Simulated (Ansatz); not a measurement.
# Isomers of C2H9SbSi

2 of its isomers, all singlets with charge 0: A = `C[CH2][SbH][SiH3]`; B = `[CH3][Sb]([CH3])[SiH3]`.

Shapes, held fixed at every level: PBE0-D4/def2-TZVP. Flexible molecules stand in one conformer, not always the lowest. Programs: Ansatz 0.2.0.

Electronic energies in kJ/mol, without zero-point or thermal terms.

```json
{"level": "SPW92/def2-TZVPP", "kind": "LDA", "B − A": "-17.0"}
{"level": "PBE-D4/def2-TZVPP", "kind": "GGA", "B − A": "-25.2"}
{"level": "B3LYP-D4/def2-TZVPP", "kind": "global hybrid", "B − A": "-25.9"}
{"level": "wB97X-V/def2-TZVPP", "kind": "range-separated hybrid", "B − A": "-23.7"}
{"level": "B2PLYP/def2-TZVPP", "kind": "double hybrid", "B − A": "-25.9"}
{"level": "MP2/def2-SVP", "kind": "perturbation theory", "B − A": "-11.4"}
{"level": "CCSD(T)/def2-TZVPP", "kind": "coupled cluster or CI", "B − A": "-25.3"}
```

The highest level, CCSD(T)/def2-TZVPP, puts B lowest of these. All levels agree on that. The B − A difference spans -25.9 to -11.4 kJ/mol over the levels. For atoms past krypton def2 sets carry core potentials with scalar relativity. Outer-core shells of Sb are correlated in most correlated rows, in sets that cover them unevenly.
